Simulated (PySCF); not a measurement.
Electron correlation in W²⁺ (tungsten, charge +2)

[Xe] 4f14 5d4, high-spin 5D determinant. Calculation: PySCF 2.14, in def2-TZVPPD with the def2 core potential (60 electrons) (6s5p3d2f1g, 59 functions); scalar relativity through the core potential. Frozen: nothing; 12 electrons correlated.

| level | correlation energy (mhartree) |
| --- | --- |
| CCSD | -239.19 |
| (T) | -4.68 |
| CCSD(T) | -243.87 |

Diagnostics: T1 = 0.0071, D1 = 0.0281, largest double amplitude 0.020.

Task: Is a single reference adequate?

Result: Yes, within this model without spin-orbit coupling: T1 lies below 0.03 and no double amplitude reaches 0.07.

The basis has no tight functions for the innermost shells, so their pair energies are far from complete.

This basis was not built for core-valence correlation, so the inner-shell part is incomplete.
